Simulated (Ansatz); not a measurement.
`C[BH][GeH2][F]` + `C[SiH](N)S` → `[BH2][GeH2][F]` + `CN[SiH](C)S`  (redistribution)

Isolated molecules relaxed with PBE0-D4/def2-TZVP in Ansatz; ΔE leaves out vibrations. CCSD(T)/CBS is the MP2 limit (def2-TZVPP, def2-QZVPP) plus CCSD(T) − MP2 in def2-TZVPP, frozen cores. DFT in def2-TZVPP. For Ge outer-core shells are correlated without core-valence functions, which leaves a few kJ/mol of doubt a bond. Scalar relativity is left out up to krypton. One conformer a species, not always the lowest.

Task: Is it downhill or uphill in electronic energy at CCSD(T)/CBS, and by how much? (An estimate is asked.)

Result: The calculation gave: Uphill: ΔE = +22.5 kcal/mol.

Task: What do these levels give: B2PLYP, PBE0, MP2/def2-TZVPP, SCS-MP2/def2-TZVPP, HF/def2-QZVPP, MP2/CBS(def2)? (An estimate is asked.)

Result: Ansatz gave: B2PLYP 22.6, PBE0 23.5, MP2/def2-TZVPP 22.6, SCS-MP2/def2-TZVPP 21.3, HF/def2-QZVPP 20.4, MP2/CBS(def2) 23.4 kcal/mol.

Largest T1 diagnostic among the species: 0.012.

In def2-TZVPP, CCSD(T) changes the Hartree–Fock value by +1.4 kcal/mol (the triples alone add +0.1 kcal/mol) and MP2 by +2.2 kcal/mol. The D4 term adds −0.7 kcal/mol with B3LYP and −0.4 kcal/mol with PBE0; it sums over pairs of atoms, weighted by their polarisabilities, and B3LYP, whose exchange is more repulsive, gets the larger term.

B3LYP here is the variant with VWN-RPA as its local correlation; programs differ in this.
